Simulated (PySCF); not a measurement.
## Polarisability and C₆ of Mo³⁺ (molybdenum, charge +3)

[Kr] 4d3, high-spin 4F determinant. Computed with PySCF 2.14 in aug-cc-pwCVTZ-PP with ECP28MDF, with a scalar-relativistic core potential. Coupled (time-dependent) response in atomic units; α is the mean over directions.

```csv
method,mean α (bohr³),C₆ (like pair),S(−4)
wB97X-V,5.761,25.57,9.656
```

S(−4) is the Cauchy moment in α(ω) = α(0) + S(−4) ω² + …

Spin-orbit coupling is absent.

α(iu) at wB97X-V:

```csv
u (hartree),α(iu) (bohr³)
0,5.761
0.0500,5.737
0.100,5.667
0.200,5.418
0.300,5.081
0.500,4.356
0.750,3.564
1.00,2.933
1.50,2.036
2.00,1.462
3.00,0.8284
5.00,0.3552
```

A single London oscillator, α(iu) = α/(1 + u²/ω²), gives C₆ = (3/4) ω α². Matching the computed C₆ needs ω = 4 × 25.57 / (3 × 5.761²) = 1.03 hartree.

For an ion, C₆ is the dispersion term alone; charge-induced terms of lower order in 1/R come first.

Energies and moments cover only the electrons outside the core potential.
